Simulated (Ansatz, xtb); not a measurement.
## C6H12Si: which of two isomers lies lower

We compare I, `C=C[C@H]1C[C@@H]([SiH3])C1`, a singlet, with II, `C=C[C@@H]1CC[C@H]1[SiH3]`, a singlet. Both are isolated molecules in the gas phase, relaxed with PBE-D3(BJ)/def2-SVP, each in the lowest conformer that the search found.

Problem. Which of the two would you expect CCSD(T)/def2-SVP + ΔMP2/def2-TZVPP electronic energies to favour?

Solution. CCSD(T)/def2-SVP + ΔMP2/def2-TZVPP gives E(II) − E(I) = −1.66 kJ/mol, slightly favouring structure II, which is too small a margin to settle the true order.

How the difference moves with the method:

```json
{"level": "PBE-D3(BJ)/def2-SVP", "geometry": "PBE-D3(BJ)/def2-SVP", "E(II) − E(I) (kJ/mol)": "−1.86", "departure from the last row (kJ/mol)": "−0.20", "job, with rough time for the two": "optimisation, 1.8 min"}
{"level": "HF/def2-SVP", "geometry": "PBE-D3(BJ)/def2-SVP", "E(II) − E(I) (kJ/mol)": "−0.70", "departure from the last row (kJ/mol)": "+0.96", "job, with rough time for the two": "part of the CCSD(T) run"}
{"level": "MP2/def2-SVP", "geometry": "PBE-D3(BJ)/def2-SVP", "E(II) − E(I) (kJ/mol)": "−2.52", "departure from the last row (kJ/mol)": "−0.86", "job, with rough time for the two": "part of the CCSD(T) run"}
{"level": "CCSD(T)/def2-SVP", "geometry": "PBE-D3(BJ)/def2-SVP", "E(II) − E(I) (kJ/mol)": "−2.15", "departure from the last row (kJ/mol)": "−0.49", "job, with rough time for the two": "single point"}
{"level": "CCSD(T)/def2-SVP + ΔMP2/def2-TZVPP", "geometry": "PBE-D3(BJ)/def2-SVP", "E(II) − E(I) (kJ/mol)": "−1.66", "departure from the last row (kJ/mol)": "", "job, with rough time for the two": "single point, 5 min"}
```

As drawn, both hold the same kinds of bond in the same numbers.

The largest departure from CCSD(T)/def2-SVP + ΔMP2/def2-TZVPP is that of HF/def2-SVP, 0.96 kJ/mol. Levels run at GFN2-xTB geometries aren't shown. The last row adds to CCSD(T) the change of the MP2 difference between the two basis sets, here +0.49 kJ/mol.

With thermal terms from frequencies at re-optimised GFN2-xTB minima (ideal gas, soft modes damped towards free rotors, one conformer each, 298.15 K, 1 atm): on the last row, ΔE + ΔZPE = −1.73, ΔH = −1.58, ΔG = −2.43 kJ/mol.

The correlated steps freeze 11 core orbitals. Codes used: Ansatz 0.2.0, xtb 6.7.1; the last row on 2 threads of Arm Neoverse V1 on a shared host.
